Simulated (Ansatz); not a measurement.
H$_{4}$N$_{2}$Zn (`[NH2][Zn][NH2]`), relaxed with RKS PBE0-D4/def2-TZVP in Ansatz from a GFN2-xTB geometry. The force threshold is 0.005 eV/Å; the program also tests the step.

Total charge 0; spin multiplicity 1.

Start:

```xyz
7

N    -0.490   -1.245   -1.208
Zn    0.188    0.050   -0.093
N     0.073    1.253    1.292
H    -0.424   -1.108   -2.206
H    -0.194   -2.196   -1.038
H     0.283    2.224    1.107
H     0.564    1.022    2.145
```

Q: By how much does the energy fall, and how many steps does the optimiser take? (An estimate is asked.)

A: The calculation gave: 0.18 eV, in 12 steps, 2 of them rejected.

Q: Which bonds change most? (An estimate is asked.)

A: Ansatz gave: Zn2–N3 from 1.838 to 1.811 Å; N1–Zn2 from 1.838 to 1.811 Å; N1–H5 from 1.011 to 1.010 Å; N3–H7 from 1.011 to 1.009 Å.

Q: Give the relaxed structure. (Estimate.)

A: Computed: 
```xyz
7

N    -0.447   -1.159   -1.323
Zn   -0.050    0.000    0.011
N     0.165    1.160    1.385
H     0.208   -1.238   -2.088
H    -0.749   -2.088   -1.067
H    -0.209    2.092    1.280
H     1.082    1.232    1.802
```
